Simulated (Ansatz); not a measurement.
Compare A (`C/N=C(\C)BO`) with its isomer B (`B/C=C(\O)CN`).

Computed with Ansatz on PBE0-D4/def2-TZVP structures; ΔE is electronic, products minus reactants. CCSD(T)/CBS adds triple-zeta CCSD(T) − MP2 to the extrapolated MP2 energy (def2 sets, frozen cores). Double bonds are as drawn, so ΔE can hold a change between cis and trans. DFT in def2-TZVPP. B3LYP here is the variant with VWN-RPA as its local correlation; programs differ in this. Each species was taken in one conformer, which may not be the lowest.

(1) Which is lower in electronic energy at CCSD(T)/CBS, and by how much? (An estimate is asked.)

(2) Give E(B) − E(A) in kcal/mol with B2PLYP, CCSD(T)/def2-TZVPP, PBE0-D4, r2SCAN-D4, CCSD/def2-TZVPP, B3LYP, BLYP-D4. (Best estimate.)

(3) Does the order hold for the free energy at 298.15 K (harmonic terms from PBE0-D4)? (Estimate.)

Largest T1 diagnostic: 0.012.

## Answers

(1) Computed: A, by 42.6 kcal/mol.

(2) Ansatz gave: B2PLYP 42.2, CCSD(T)/def2-TZVPP 43.1, PBE0-D4 39.7, r2SCAN-D4 40.3, CCSD/def2-TZVPP 42.9, B3LYP 41.2, BLYP-D4 41.2. None reverses the order clearly.

(3) The calculation gave: Yes: G(B) − G(A) = +42.6 kcal/mol, for one conformer each. Modes under 60 cm⁻¹, often nearly free rotors, make the harmonic entropy too high.

At CCSD(T), def2-SVP lies +4.2 kcal/mol from the extrapolated value and def2-TZVPP +0.5 kcal/mol. Leaving LDA and LC-ωPBE aside and taking each functional with its dispersion term where it has one, the values, not all of them listed here, spread over 2.5 kcal/mol, from HSE06-D4 to B2PLYP. LDA lies −0.7 kcal/mol from PBE without D4.
